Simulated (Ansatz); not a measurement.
Geometry optimisation, Ansatz, RKS B3LYP-D4/def2-SVPD.

The input (input.yaml):

```yaml
crystal:
  periodic: [false, false, false]
  atoms:
    - { symbol: Si, position_ang: [-0.99602, 0.6105, -0.42347] }
    - { symbol: In, position_ang: [1.22008, -0.51173, 0.34387] }
    - { symbol: Cl, position_ang: [2.77299, 0.73959, 1.5376] }
    - { symbol: H, position_ang: [-2.00602, -0.45692, -0.51257] }
    - { symbol: H, position_ang: [-0.85946, 1.26578, -1.73107] }
    - { symbol: H, position_ang: [-1.42444, 1.60734, 0.57196] }
    - { symbol: H, position_ang: [1.86695, -2.16506, 0.14916] }
basis:
  gaussian: { orbitals: def2-SVPD }
hamiltonian:
  xc: b3lyp
  dispersion: d4
relax:
  f_tol: 0.015
  max_steps: 40
```

Launched with:

```bash
$ ansatz run input.yaml --threads 2 --pin off --max-ram 3072MiB --backend cpu --events-out ev --progress --plain --runs-dir out
```

Task: Where does it end, and by what steps?

Result: It converged. After 6 steps the energy has fallen by 0.097 eV; Cl3 moved furthest, 0.21 Å.

| step | energy less start (eV) | largest force component (eV/Å) | accepted |
| --- | --- | --- | --- |
| 0 | 0.0000 | 1.171 | yes |
| 1 | -0.0726 | 0.340 | yes |
| 2 | -0.0874 | 0.060 | yes |
| 3 | -0.0915 | 0.077 | yes |
| 4 | -0.0953 | 0.085 | yes |
| 5 | -0.0964 | 0.033 | yes |
| 6 | -0.0965 | 0.014 | yes |

```xyz
7
Properties=species:S:1:pos:R:3
Si -0.986 0.577 -0.392
In 1.190 -0.642 0.295
Cl 2.636 0.888 1.483
H -2.114 -0.386 -0.546
H -0.750 1.257 -1.698
H -1.329 1.591 0.642
H 1.927 -2.195 0.150
```

Whether the end is a true minimum wasn't checked by a vibrational analysis.

Time of the run: 31 s on 2 threads of Intel(R) Xeon(R) Platinum 8259CL CPU @ 2.50GHz (Skylake/Cascade Lake), with other jobs on the host, peak memory 0.29 GiB.
